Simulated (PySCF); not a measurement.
Pb²⁺ (lead, charge +2) across methods

[Xe] 4f14 5d10 6s2, closed-shell 1S. Calculation: PySCF 2.14, in x2c-TZVPPall (11s7p6d3f, 83 functions); scalar relativity by spin-free X2C-1e.

```tsv
method	E (hartree)	mean ε 5p (eV)	mean ε 5d (eV)	mean ε 6s (eV)	Σ⟨r²⟩ (bohr²)	⟨S²⟩
LDA	-20872.62	-103.39	-38.100	-27.871	45.89	0.000
wB97X-V	-20885.15	-110.03	-42.653	-30.677	45.89	0.000
B97-3	-20884.61	-108.33	-40.315	-28.249	45.82	0.000
PBE	-20885.19	-103.14	-37.874	-27.446	45.94	0.000
r2SCAN	-20885.16	-105.33	-38.516	-27.649	45.77	0.000
PBE0	-20884.91	-108.03	-40.211	-28.383	45.88	0.000
BP86	-20887.56	-103.26	-37.971	-27.631	45.86	0.000
```

Problem. Estimate the same row for UHF.

Solution. E (hartree) = -20879.14592; mean ε 5p (eV) = -121.36; mean ε 5d (eV) = -46.016; mean ε 6s (eV) = -30.166; Σ⟨r²⟩ (bohr²) = 46.17; ⟨S²⟩ = 0.000.

Spin-orbit coupling, which splits the p, d and f shells strongly at this Z, is absent.
